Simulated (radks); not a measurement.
Results of a calculation; reference values are marked as such.
Initial-state core-level shifts of the ruthenium ion Ru+ when its valence configuration changes from [Kr] 4d7. Code: a radial shooting solver on a logarithmic mesh with Libxc functionals. Model: scalar-relativistic Kohn-Sham, PBE, spin-polarised, spherical densities, point nucleus; open shells are filled with parallel spins first (spin-orbit coupling, left out, can overturn this in heavy ions). Shifts are changes of the shell-averaged eigenvalues in eV (positive: less bound).

| valence | 1s | 2s | 3s | 3d |
|---|---|---|---|---|
| 4d6 5s1 | -3.696 | -3.953 | -3.883 | -3.904 |
| 4d5.5 5s1.5 | -5.807 | -6.196 | -6.079 | -6.112 |
| 4d6.5 5s0.5 | -1.795 | -1.916 | -1.886 | -1.896 |
| 4d5.5 5s0.5 5p1 | -7.006 | -7.382 | -7.280 | -7.310 |
| 4d6 5p1 | -5.019 | -5.239 | -5.191 | -5.208 |
| 4d6.5 5p0.5 | -2.467 | -2.567 | -2.549 | -2.556 |
| 4d5 5s2 | -8.005 | -8.538 | -8.364 | -8.409 |
